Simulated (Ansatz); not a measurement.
A nudged elastic band was laid between two geometries of FGeH3 + H2S (8 atoms, charge 0, multiplicity 1).

Theory: Ansatz 0.2.0, RKS B3LYP/def2-SVP.

* movable images: 5
* climbing image: yes
* spring: 5.0 eV/Å²
* optimiser: quadratic models (default)
* start path: through a guess of the saddle point
* force threshold: 0.05 eV/Å
* iteration limit: 60
* end points: relaxed

First end point:

```xyz
8
Properties=species:S:1:pos:R:3
Ge 0.406 0.073 -0.235
F 0.066 -0.162 1.480
H 1.938 -0.024 -0.356
H -0.120 1.468 -0.605
H -0.303 -1.066 -0.984
S -3.296 0.094 1.161
H -3.402 -1.246 1.013
H -2.080 -0.011 1.750
```

Last end point:

```xyz
8
Properties=species:S:1:pos:R:3
Ge -0.405 -0.089 -0.530
F -0.363 0.691 2.604
H 0.606 -0.935 0.257
H -0.061 1.405 -0.520
H -0.547 -0.612 -1.973
S -2.440 -0.207 0.491
H -2.404 -1.548 0.672
H -1.179 0.421 2.221
```

Problem. What changes between the two ends?

Solution. Bonds broken: Ge1–F2, S6–H8. Bonds formed: Ge1–S6, F2–H8. FGeH3 + H2S becomes FH + GeH4S.

Problem. What energy profile does the band end with?

Solution. The run converged. The highest image is number 3 of 0 to 6, 31.2 kcal/mol above the first end and 27.7 kcal/mol above the last; the last end lies 3.6 kcal/mol above the first. A vibrational analysis at the climbing image gives one clearly imaginary mode, 536i cm⁻¹: a first-order saddle point. The orbitals stay closed-shell, which can raise the energy where a bond breaks towards radicals; this wasn't checked here.

```csv
image,path coordinate (Å),energy (kcal/mol),Ge1–F2 (Å),S6–H8 (Å),Ge1–S6 (Å)
0,0.00,0.0,1.76,1.35,3.96
1,0.65,0.8,1.77,1.36,3.58
2,1.31,10.7,1.82,1.39,3.05
3,1.96,31.2,2.09,1.68,2.65
4,2.92,11.8,2.86,2.02,2.33
5,3.88,4.5,3.33,2.22,2.28
6,4.84,3.6,3.23,2.23,2.28
```

Problem. What is the geometry of the highest image?

Solution. 
```xyz
8
Properties=species:S:1:pos:R:3
Ge -0.191 0.066 -0.220
F -0.156 -0.150 1.863
H 1.332 -0.106 -0.001
H -0.428 1.484 -0.765
H -0.651 -1.111 -1.099
S -2.607 0.159 0.859
H -2.829 -1.171 0.739
H -1.260 -0.044 1.848
```

Problem. What are the harmonic wavenumbers there?

Solution. 536i, 68, 244, 346, 409, 496, 620, 652, 789, 910, 937, 950, 1099, 1458, 2101, 2125, 2163, 2665 cm⁻¹.

The band took 15 iterations and roughly 8 core-minutes.

The run took 4.4 min on 2 threads of Arm Neoverse N1 (shared host), peak memory 0.19 GiB.
